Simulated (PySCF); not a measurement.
**Two-component Hartree-Fock for Fe(3+) (iron, charge +3)**

Start: [Ar] 3d5; 3d5/2 filled at m_j = -3/2, -1/2, +1/2, +3/2, +5/2. Calculated with PySCF 2.14 in x2c-SVPall-2c with one added diffuse shell each of s, d type (6s5p4d1f, 48 functions): generalised Hartree-Fock with the X2C-1e Hamiltonian and a Gaussian nucleus; one run each with spin-orbit coupling (SO) switched off, then screened by Boettger's factors. This is a chosen level, not necessarily the ground level.

| spinor shell | electrons | ε, spin-free (eV) | ε, screened SO (eV) | weight of nominal j (screened SO) | rms radius, screened SO (bohr) |
| --- | --- | --- | --- | --- | --- |
| 1s1/2 | 2 | -7212.3 | -7212.3 | 1.000 | 0.0676 |
| 2s1/2 | 2 | -921.64 | -921.63 | 1.000 | 0.288 |
| 2p1/2 | 2 | -787.80 | -796.74 | 0.976 | 0.259 |
| 2p3/2 | 4 | -787.80 | -783.39 | 0.988 | 0.261 |
| 3s1/2 | 2 | -152.94 | -152.93 | 1.000 | 0.868 |
| 3p1/2 | 2 | -112.07 | -112.64 | 0.663 | 0.926 |
| 3p3/2 | 4 | -112.07 | -111.80 | 0.832 | 0.929 |
| 3d5/2 | 5 | -56.631 | -56.630 | 0.591 | 1.07 |

| quantity | spin-free | screened SO |
| --- | --- | --- |
| E (hartree) | -1269.30495 | -1269.31887 |
| M_J | 5/2 | 5/2 |
| ⟨J²⟩ | 8.750 | 8.750 |
| ⟨L²⟩ | 0.000 | 0.002 |
| ⟨S²⟩ | 8.750 | 8.748 |

Each row is a mean over spinors that exchange with the open shell spreads, by up to 15.784 eV (3p3/2).

Rows whose weight is well below 1 are mixtures of j = l ± 1/2: exchange outweighs spin-orbit coupling there, and the label is only the starting occupation.

Without spin-orbit coupling the j labels of p, d and f shells carry no meaning; the spin-free column gives the mean over the occupied spinors of each nl shell.
